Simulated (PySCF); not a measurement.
**Spinor energies of Au⁻ (gold, charge -1)**

Start: [Xe] 4f14 5d10 6s2. Calculated with PySCF 2.14 in x2c-TZVPPall-2c with one added diffuse shell each of s, p, d, f type (12s12p11d4f1g, 140 functions): generalised Hartree-Fock with the X2C-1e Hamiltonian and a Gaussian nucleus; spin-orbit coupling (SO) screened by Boettger's factors.

```tsv
spinor shell	electrons	ε, screened SO (eV)	weight of nominal j (screened SO)	rms radius, screened SO (bohr)
1s1/2	2	-81139.8	1.000	0.0190
2s1/2	2	-14459.6	1.000	0.0768
2p1/2	2	-13842.0	1.000	0.0651
2p3/2	4	-12000.9	1.000	0.0731
3s1/2	2	-3476.1	1.000	0.196
3p1/2	2	-3199.4	1.000	0.188
3p3/2	4	-2787.0	1.000	0.204
3d3/2	4	-2333.0	1.000	0.179
3d5/2	6	-2244.8	1.000	0.183
4s1/2	2	-786.03	1.000	0.432
4p1/2	2	-666.88	1.000	0.437
4p3/2	4	-566.61	1.000	0.471
4d3/2	4	-371.42	1.000	0.485
4d5/2	6	-352.13	1.000	0.496
5s1/2	2	-120.95	1.000	0.999
4f5/2	6	-99.081	1.000	0.543
4f7/2	8	-95.208	1.000	0.547
5p1/2	2	-80.271	1.000	1.09
5p3/2	4	-63.038	1.000	1.19
5d3/2	4	-6.969	1.000	1.70
5d5/2	6	-5.107	1.000	1.82
6s1/2	2	-1.180	1.000	4.22
```

```tsv
quantity	screened SO
E (hartree)	-19026.85870
M_J	0
⟨J²⟩	0.000
⟨L²⟩	0.186
⟨S²⟩	0.186
```

Breit and QED terms are absent; they matter most for the inner s and p1/2 levels.

Densities and radii are taken from the X2C orbitals without a picture-change correction, which distorts them close to the nucleus.
